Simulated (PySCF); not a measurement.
## Atomic charges against the basis set

Compound: C4H7FSi.
Cartesian coordinates in Å at the PBE0-D3(BJ)/def2-SVP level; atoms count from 1:
```
atom  x, y, z in Å
F1     2.699   -0.160   -1.281
C2     1.811    0.711   -0.799
C3     0.652    0.328   -0.278
C4     0.090   -1.080   -0.123
C5    -1.289   -0.775    0.539
Si6   -0.875    1.083    0.497
H7     2.158    1.746   -0.887
H8    -0.006   -1.596   -1.093
H9     0.734   -1.717    0.507
H10   -2.151   -1.081   -0.072
H11   -1.409   -1.215    1.539
H12   -0.693    1.776    1.812
H13   -1.721    1.962   -0.370
```

PBE0 throughout (PySCF), one geometry, spherical d and f functions. Geometry: PBE0-D3(BJ)/def2-SVP; no solvent, vibrations or thermal averaging. The first 7 of 10 kinds of atom are listed.

Mulliken charges (e):

```
        basis  functions      F1      C2      C3      C4      C5     Si6      H7
       STO-3G         41  -0.073  -0.003  -0.206  -0.156  -0.300  +0.607  +0.074
        6-31G         72  -0.311  +0.110  -0.302  -0.336  -0.632  +0.730  +0.170
     pcSseg-0         72  -0.349  +0.205  -0.669  -0.380  -0.989  +0.997  +0.231
       6-31G*        102  -0.295  +0.142  -0.160  -0.396  -0.554  +0.456  +0.167
      cc-pVDZ        123  -0.169  +0.163  -0.255  -0.010  -0.213  +0.328  +0.032
     def2-SVP        123  -0.207  +0.184  -0.341   0.000  -0.306  +0.493  +0.039
  aug-cc-pVDZ        205  -0.525  +1.273  -0.179  +0.136  +0.658  -0.611  -0.368
6-311+G(2d,p)        212  -0.272  -0.284  +0.374  -0.297  -0.534  +0.428  +0.143
    def2-TZVP        234  -0.180  +0.016  -0.137  -0.135  -0.362  +0.238  +0.120
      cc-pVTZ        282  -0.161  +0.082  -0.196  -0.125  -0.306  +0.271  +0.102
     IGLO-III        289  -0.234  +0.058  -0.216  -0.146  -0.522  +0.806  +0.090
     pcSseg-2        321  -0.251  +0.239  -0.304  +0.014  -0.353  +0.582  +0.049
```

IAO charges (e):

```csv
basis,functions,F1,C2,C3,C4,C5,Si6,H7
STO-3G,41,-0.090,+0.009,-0.328,-0.259,-0.505,+0.764,+0.118
6-31G,72,-0.251,+0.116,-0.298,-0.265,-0.527,+0.610,+0.156
pcSseg-0,72,-0.238,+0.130,-0.325,-0.266,-0.538,+0.623,+0.149
6-31G*,102,-0.257,+0.158,-0.340,-0.250,-0.539,+0.727,+0.145
cc-pVDZ,123,-0.258,+0.152,-0.335,-0.253,-0.538,+0.720,+0.148
def2-SVP,123,-0.259,+0.157,-0.339,-0.245,-0.536,+0.738,+0.143
aug-cc-pVDZ,205,-0.275,+0.149,-0.331,-0.260,-0.546,+0.726,+0.154
"6-311+G(2d,p)",212,-0.275,+0.150,-0.341,-0.261,-0.557,+0.760,+0.155
def2-TZVP,234,-0.274,+0.156,-0.346,-0.260,-0.559,+0.768,+0.153
cc-pVTZ,282,-0.271,+0.155,-0.343,-0.261,-0.556,+0.753,+0.152
IGLO-III,289,-0.275,+0.151,-0.344,-0.262,-0.560,+0.768,+0.154
pcSseg-2,321,-0.275,+0.154,-0.344,-0.261,-0.559,+0.766,+0.153
```

Hirshfeld charges (e):

```tsv
basis	functions	F1	C2	C3	C4	C5	Si6	H7
STO-3G	41	-0.030	+0.018	-0.145	-0.018	-0.106	+0.378	+0.020
6-31G	72	-0.095	+0.036	-0.130	-0.051	-0.147	+0.307	+0.059
pcSseg-0	72	-0.083	+0.036	-0.131	-0.056	-0.147	+0.335	+0.055
6-31G*	102	-0.082	+0.041	-0.132	-0.050	-0.148	+0.300	+0.059
cc-pVDZ	123	-0.071	+0.033	-0.130	-0.062	-0.153	+0.328	+0.054
def2-SVP	123	-0.078	+0.037	-0.129	-0.063	-0.156	+0.335	+0.054
aug-cc-pVDZ	205	-0.087	+0.034	-0.135	-0.078	-0.169	+0.344	+0.058
6-311+G(2d,p)	212	-0.091	+0.035	-0.138	-0.073	-0.163	+0.345	+0.059
def2-TZVP	234	-0.086	+0.036	-0.134	-0.072	-0.164	+0.338	+0.058
cc-pVTZ	282	-0.082	+0.035	-0.131	-0.071	-0.163	+0.336	+0.057
IGLO-III	289	-0.088	+0.033	-0.132	-0.076	-0.165	+0.340	+0.057
pcSseg-2	321	-0.088	+0.036	-0.134	-0.077	-0.169	+0.345	+0.059
```

ESP-fitted charges (e):

```json
{"basis": "STO-3G", "functions": "41", "F1": "-0.045", "C2": "-0.030", "C3": "-0.134", "C4": "-0.113", "C5": "-0.251", "Si6": "+0.397", "H7": "+0.073"}
{"basis": "6-31G", "functions": "72", "F1": "-0.176", "C2": "+0.082", "C3": "-0.277", "C4": "-0.001", "C5": "-0.405", "Si6": "+0.464", "H7": "+0.123"}
{"basis": "pcSseg-0", "functions": "72", "F1": "-0.178", "C2": "+0.125", "C3": "-0.380", "C4": "+0.004", "C5": "-0.537", "Si6": "+0.605", "H7": "+0.128"}
{"basis": "6-31G*", "functions": "102", "F1": "-0.099", "C2": "-0.053", "C3": "-0.171", "C4": "-0.044", "C5": "-0.348", "Si6": "+0.382", "H7": "+0.145"}
{"basis": "cc-pVDZ", "functions": "123", "F1": "-0.103", "C2": "-0.052", "C3": "-0.164", "C4": "-0.022", "C5": "-0.285", "Si6": "+0.345", "H7": "+0.144"}
{"basis": "def2-SVP", "functions": "123", "F1": "-0.123", "C2": "0.000", "C3": "-0.217", "C4": "+0.001", "C5": "-0.323", "Si6": "+0.400", "H7": "+0.135"}
{"basis": "aug-cc-pVDZ", "functions": "205", "F1": "-0.126", "C2": "-0.049", "C3": "-0.159", "C4": "-0.022", "C5": "-0.286", "Si6": "+0.366", "H7": "+0.147"}
{"basis": "6-311+G(2d,p)", "functions": "212", "F1": "-0.122", "C2": "-0.073", "C3": "-0.146", "C4": "-0.044", "C5": "-0.295", "Si6": "+0.366", "H7": "+0.159"}
{"basis": "def2-TZVP", "functions": "234", "F1": "-0.114", "C2": "-0.076", "C3": "-0.137", "C4": "-0.048", "C5": "-0.285", "Si6": "+0.365", "H7": "+0.155"}
{"basis": "cc-pVTZ", "functions": "282", "F1": "-0.108", "C2": "-0.076", "C3": "-0.143", "C4": "-0.042", "C5": "-0.285", "Si6": "+0.372", "H7": "+0.153"}
{"basis": "IGLO-III", "functions": "289", "F1": "-0.118", "C2": "-0.072", "C3": "-0.142", "C4": "-0.046", "C5": "-0.285", "Si6": "+0.371", "H7": "+0.154"}
{"basis": "pcSseg-2", "functions": "321", "F1": "-0.129", "C2": "-0.040", "C3": "-0.173", "C4": "-0.039", "C5": "-0.305", "Si6": "+0.402", "H7": "+0.149"}
```

Problem. Which scheme is steadiest as the basis changes?

Solution. Largest range over the bases for any column: Hirshfeld 0.08 e, IAO 0.19 e, ESP-fitted 0.29 e, Mulliken 1.65 e. Hirshfeld charges move least and Mulliken charges most, counted in e. Without the minimal STO-3G basis the ranges are Hirshfeld 0.04, IAO 0.16, ESP-fitted 0.26, Mulliken 1.65 e.

Problem. How much do the charges still move between the two largest bases, IGLO-III and pcSseg-2?

Solution. At most, over all atoms: Mulliken 0.225 e, IAO 0.003 e, Hirshfeld 0.005 e, ESP-fitted 0.032 e.

Problem. What do the same runs give for the total energy, the frontier levels and the dipole moment?

Solution. 
```json
{"basis": "STO-3G", "energy (Eh)": "-538.8847", "HOMO (eV)": "-4.15", "LUMO (eV)": "3.86", "μ (D)": "0.96"}
{"basis": "6-31G", "energy (Eh)": "-545.4003", "HOMO (eV)": "-7.01", "LUMO (eV)": "0.09", "μ (D)": "1.29"}
{"basis": "pcSseg-0", "energy (Eh)": "-544.5912", "HOMO (eV)": "-7.25", "LUMO (eV)": "-0.22", "μ (D)": "1.32"}
{"basis": "6-31G*", "energy (Eh)": "-545.4896", "HOMO (eV)": "-6.91", "LUMO (eV)": "0.02", "μ (D)": "0.80"}
{"basis": "cc-pVDZ", "energy (Eh)": "-545.5238", "HOMO (eV)": "-7.03", "LUMO (eV)": "-0.19", "μ (D)": "0.84"}
{"basis": "def2-SVP", "energy (Eh)": "-545.2350", "HOMO (eV)": "-7.13", "LUMO (eV)": "-0.28", "μ (D)": "0.92"}
{"basis": "aug-cc-pVDZ", "energy (Eh)": "-545.5429", "HOMO (eV)": "-7.20", "LUMO (eV)": "-0.48", "μ (D)": "1.07"}
{"basis": "6-311+G(2d,p)", "energy (Eh)": "-545.6006", "HOMO (eV)": "-7.23", "LUMO (eV)": "-0.50", "μ (D)": "1.09"}
{"basis": "def2-TZVP", "energy (Eh)": "-545.6250", "HOMO (eV)": "-7.20", "LUMO (eV)": "-0.42", "μ (D)": "0.97"}
{"basis": "cc-pVTZ", "energy (Eh)": "-545.6173", "HOMO (eV)": "-7.17", "LUMO (eV)": "-0.37", "μ (D)": "0.92"}
{"basis": "IGLO-III", "energy (Eh)": "-545.6310", "HOMO (eV)": "-7.21", "LUMO (eV)": "-0.47", "μ (D)": "1.03"}
{"basis": "pcSseg-2", "energy (Eh)": "-545.6312", "HOMO (eV)": "-7.23", "LUMO (eV)": "-0.46", "μ (D)": "1.06"}
```

The dipole is fixed by the density alone, so its range of 0.52 D shows that the density itself changes with the basis, not only its division among atoms.
